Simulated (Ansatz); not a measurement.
The first iterations of a band of ClH + F6W (9 atoms, charge 0, multiplicity 1).

Method: RKS LDA/def2-SVP (Ansatz 0.2.0).

* movable images: 5
* climbing image: yes
* spring: 5.0 eV/Å²
* optimiser: quadratic models (default)
* start path: through a guess of the saddle point
* force threshold: 0.05 eV/Å
* iteration limit: 60
* end points: relaxed

First end point:

```xyz
9
Properties=species:S:1:pos:R:3
W -0.121 -0.122 -0.161
F 0.067 0.086 1.677
F 1.707 -0.138 -0.334
F -0.154 1.704 -0.351
F -1.950 -0.129 0.046
F -0.112 -1.949 0.064
F -0.312 -0.333 -1.974
Cl 2.186 2.249 1.901
H 1.331 1.384 2.370
```

Last end point:

```xyz
9
Properties=species:S:1:pos:R:3
W 0.314 0.318 -0.365
F -0.229 -0.199 2.865
F 1.855 0.053 -1.343
F 0.042 1.843 -1.364
F -1.266 0.635 0.513
F 0.639 -1.250 0.533
F -0.624 -0.645 -1.626
Cl 1.487 1.522 1.198
H 0.425 0.476 2.825
```

| iteration | highest image above the first end (eV) | largest band force component (eV/Å) |
| --- | --- | --- |
| 1 | 5.696 | 7.627 |
| 2 | 3.097 | 4.709 |
| 3 | 1.618 | 2.415 |
| 4 | 1.111 | 1.612 |
| 5 | 0.831 | 1.198 |
| 6 | 0.681 | 0.353 |
| 7 | 0.763 | 0.519 |
| 8 | 0.740 | 0.263 |
| 9 | 0.724 | 0.086 |
| 10 | 0.713 | 0.137 |
| 11 | 0.709 | 0.114 |
| 12 | 0.706 | 0.091 |
| 13 | 0.705 | 0.088 |
| 14 | 0.704 | 0.081 |
| 15 | 0.703 | 0.071 |

Question: Does the band converge within its limit, and where does its top end?

Answer: The run converged. It ended after 46 iterations with the highest image 0.606 eV above the first end. A vibrational analysis at the climbing image gives one clearly imaginary mode, 91i cm⁻¹: a first-order saddle point. The orbitals stay closed-shell, which can raise the energy where a bond breaks towards radicals; this wasn't checked here.

Run time: 3.3 min on 4 threads of Intel(R) Xeon(R) Platinum 8488C (Sapphire Rapids) (shared host), peak memory 0.24 GiB.
